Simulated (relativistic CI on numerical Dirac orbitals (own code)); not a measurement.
## Electric-dipole transitions in Sb39+

These numbers are calculated, not measured: Dirac-Coulomb-Breit CI, orbitals from a KLI potential per configuration, model QED, unscaled Slater integrals (own radial code, finite nucleus).

Configurations in the expansion (outside the closed core [Ne]): 3s², 3s3p, 3p², 3s3d, 3d², 3p3d, 3p4s, 3d4s, 3s4s, 3s4p, 3s4d, 3s4f, 3s5s, 3s5p, 3s5d, 3s5f, 4s², 3s5g, 3s6s, 3s6p, 3s6d. Levels of other configurations are missing.

```
λ vac (nm)           Lower           Upper   A (s⁻¹)  E lower (eV)  E upper (eV)
   0.67535   3s3p ³P°1 [3]   3s5d ³D2 [65]  8.31e+12         87.49       1923.34
   0.69585   3s3p ³P°2 [4]   3s5d ³D3 [66]  1.05e+13        144.34       1926.11
   0.70558   3s3p ¹P°1 [5]   3s5d ¹D2 [67]  9.60e+12        169.69       1926.89
   0.74660    3s3d ³D1 [9]  3s5f ³F°2 [68]  1.23e+13        279.40       1940.04
   0.74808   3s3d ³D2 [10]  3s5f ³F°3 [69]  1.25e+13        283.04       1940.40
   0.75243   3s3d ³D3 [11]  3s5f ³F°4 [70]  1.44e+13        293.52       1941.31
   0.75427   3s3d ¹D2 [12]  3s5f ¹F°3 [71]  8.26e+12        299.17       1942.94
   0.91115     3s² ¹S0 [1]  3s4p ¹P°1 [40]  9.31e+12          0.00       1360.75
   0.92793     3s² ¹S0 [1]  3s4p ³P°1 [39]  5.56e+12          0.00       1336.13
   0.93210   3s3p ³P°0 [2]   3s4d ³D1 [44]  1.05e+13         79.62       1409.78
   0.93720   3s3p ³P°1 [3]   3s4d ³D2 [45]  1.48e+13         87.49       1410.41
   0.93764   3s3p ³P°1 [3]   3s4d ³D1 [44]  6.64e+12         87.49       1409.78
   0.97509   3s3p ³P°2 [4]   3s4d ³D3 [46]  1.95e+13        144.34       1415.86
   0.99382   3s3p ¹P°1 [5]   3s4d ¹D2 [47]  1.75e+13        169.69       1417.25
    1.0295     3p² ¹D2 [7]  3s4f ¹F°3 [51]  4.81e+12        247.78       1452.13
    1.0645    3s3d ³D1 [9]  3s4f ³F°2 [48]  3.41e+13        279.40       1444.07
    1.0671   3s3d ³D2 [10]  3s4f ³F°3 [49]  3.40e+13        283.04       1444.88
    1.0679   3s3d ³D2 [10]  3s4f ³F°2 [48]  5.50e+12        283.04       1444.07
    1.0753   3s3d ³D3 [11]  3s4f ³F°4 [50]  4.02e+13        293.52       1446.53
    1.0754   3s3d ¹D2 [12]  3s4f ¹F°3 [51]  2.16e+13        299.17       1452.13
    1.0769   3s3d ³D3 [11]  3s4f ³F°3 [49]  4.31e+12        293.52       1444.88
    1.0788   3s3p ³P°2 [4]   3s4s ³S1 [36]  5.94e+12        144.34       1293.61
    1.1030    3p² ¹D2 [13]  3s4f ¹F°3 [51]  1.31e+13        328.05       1452.13
    2.1960  3s4p ³P°2 [41]   3s5d ³D3 [66]  3.44e+12       1361.51       1926.11
    2.3382   3s4d ³D1 [44]  3s5f ³F°2 [68]  5.60e+12       1409.78       1940.04
    2.3394   3s4d ³D2 [45]  3s5f ³F°3 [69]  5.60e+12       1410.41       1940.40
    2.3585   3s4d ¹D2 [47]  3s5f ¹F°3 [71]  6.04e+12       1417.25       1942.94
    2.3596   3s4d ³D3 [46]  3s5f ³F°4 [70]  6.64e+12       1415.86       1941.31
    2.4722  3s4f ³F°2 [48]   3s5g ³G3 [72]  1.03e+13       1444.07       1945.58
    2.4754  3s4f ³F°3 [49]   3s5g ³G4 [73]  1.02e+13       1444.88       1945.75
    2.4808  3s4f ³F°4 [50]   3s5g ³G5 [74]  1.12e+13       1446.53       1946.29
    2.5056  3s4f ¹F°3 [51]   3s5g ¹G4 [75]  1.07e+13       1452.13       1946.97
    6.3074     3p² ¹D2 [7]  3p3d ³D°3 [21]  9.00e+10        247.78        444.35
    6.3403   3s3p ³P°1 [3]   3s3d ³D2 [10]  1.87e+11         87.49        283.04
    6.3799     3p² ³P0 [6]  3p3d ³D°1 [16]  2.01e+11        192.10        386.44
    7.3064     3s² ¹S0 [1]   3s3p ¹P°1 [5]  2.08e+11          0.00        169.69
    7.6860   3s3d ³D2 [10]  3p3d ³D°3 [21]  1.29e+11        283.04        444.35
    7.8295   3s3p ¹P°1 [5]    3p² ¹D2 [13]  2.25e+11        169.69        328.05
    8.0075   3s3p ³P°2 [4]   3s3d ¹D2 [12]  8.67e+10        144.34        299.17
    8.0239   3s3d ¹D2 [12]  3p3d ³P°2 [24]  1.36e+11        299.17        453.69
    8.2245   3s3d ³D3 [11]  3p3d ³F°4 [20]  9.72e+10        293.52        444.27
    8.3106   3s3p ³P°2 [4]   3s3d ³D3 [11]  7.67e+10        144.34        293.52
    8.8088  3p3d ³D°3 [21]    3d² ³F4 [30]  8.68e+10        444.35        585.10
    8.8146    3p² ¹D2 [13]  3p3d ¹F°3 [25]  1.70e+11        328.05        468.70
    9.6251  3p3d ¹F°3 [25]    3d² ¹G4 [33]  9.31e+10        468.70        597.52
```

Terms are leading LS components. Brackets give the number of a level in order of energy, since labels repeat. The list gives strong lines, with weight on those to low levels, without lines whose two gauges differ by over a factor of 2.5. Levels whose partners in the same complex of configurations lie outside the list can be far off, and so can their lines. Rates are taken at the computed energies, electric ones in the length gauge.

At this charge energies of transitions that change n are usually good to better than 1 %, and those within a shell (Δn = 0) to a few per cent.

Problem. From the table, what is the radiative lifetime of 3s4f ¹F°3?

Solution. The listed rates from this level add up to about 3.95e+13 s⁻¹, 98 % of its decay; with all channels τ = 2.49e-14 s.

LS names give the leading component of a level, which can be under half, so a name can repeat, a term be missing and a line seem to break the LS rules.
